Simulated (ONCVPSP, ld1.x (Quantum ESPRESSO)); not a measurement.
Pseudopotentials across the periodic table

Generated with ld1.x 7.5 (TM, RRKJ, ultrasoft, PAW), atompaw 4.2 or ONCVPSP 4.0.1. The cutoff is in Ry: for ld1.x and atompaw files where the sum of valence levels is converged to 10 mRy in a Bessel basis, for ONCV files where the hardest occupied wave has 1 mHa per electron of residual kinetic energy. The error is the largest all-electron minus pseudo excitation energy over each file’s own four to seven test configurations (ionisations up to +4, promotions, holes and added fractions of an electron), all of which were solved. The labels leave out finer settings (local radius, basis sizes, second energies), which also bear on the numbers. Spin-polarised tests are not counted. The rows are a selection from randomly drawn settings: files with unsolved tests, undetermined cutoffs or missed reference levels are left out.

A true bound ghost makes a file unfit for plane-wave use even where its test errors are small: the radial tests pick states by their node count and pass the ghost by.

| element | potential | cutoff (Ry) | largest error (meV) | bound ghosts |
| --- | --- | --- | --- | --- |
| P | ONCV, PBE, scalar-relativistic, rc 1.40/1.65 (sp), local smoothed, core correction yes, reference 3s2 3p1.5, qcut 5.1/4.4, projectors 2/2 | 21 | +5.2 | none |
| Ar | RRKJ, PBE, scalar-relativistic, rc 1.25/1.25/0.95 (spd), local p, core correction yes, reference 3s2 3p6 | 45 | +176 | none |
| Co | ONCV, PBE, fully relativistic, rc 2.40/2.55/1.00 (spd), local smoothed, core correction yes, reference 3d7 4s2, qcut 2.7/3.4/13.7, projectors 1/2/3 | 162 | -460 | s |
| I | ONCV, PBEsol, scalar-relativistic, rc 1.15/1.05/1.25 (spd), local smoothed, core correction no, reference 4s2 4p6 4d10 5s2 5p5, qcut 12/10.2/13.6, projectors 2/2/2 | 115 | -13 | none |
| Ir | ONCV, LDA (Perdew-Wang 92), non-relativistic, rc 2.00/1.60/1.80/0.95 (spdf), local f, core correction no, reference 4f14 5s2 5p6 5d7 6s1, qcut 7/9.4/6.9/20.4, projectors 2/3/2/0 | 336 | +118 | s, p |
| Au | PAW, PBE, scalar-relativistic, rc 2.60/3.45/1.70/2.90 (spdf), local smoothed, core correction yes, reference 5d10 6s1 6p0 | 40 | -633 | none |

(1) Fill in the row for Pt: ONCV, LDA (Perdew-Zunger), scalar-relativistic, rc 1.70/1.20/1.20 (spd), local d, core correction no, reference 5s2 5p6 5d9 6s1, qcut 6.2/7.8/7.7, projectors 2/2/0.

(2) Fill in the row for Ce: ONCV, LDA (Perdew-Zunger), scalar-relativistic, rc 1.70/2.85/1.35/1.15 (spdf), local smoothed, core correction no, reference 4d10 4f1 5s2 5p6 5d1, qcut 3.8/4.1/12.6/13.2, projectors 2/2/2/1.

## Answers

(1) cutoff 117 Ry, largest error -5.7 meV, bound ghosts: none.

(2) cutoff 160 Ry, largest error +2.9 meV, bound ghosts: s, p.
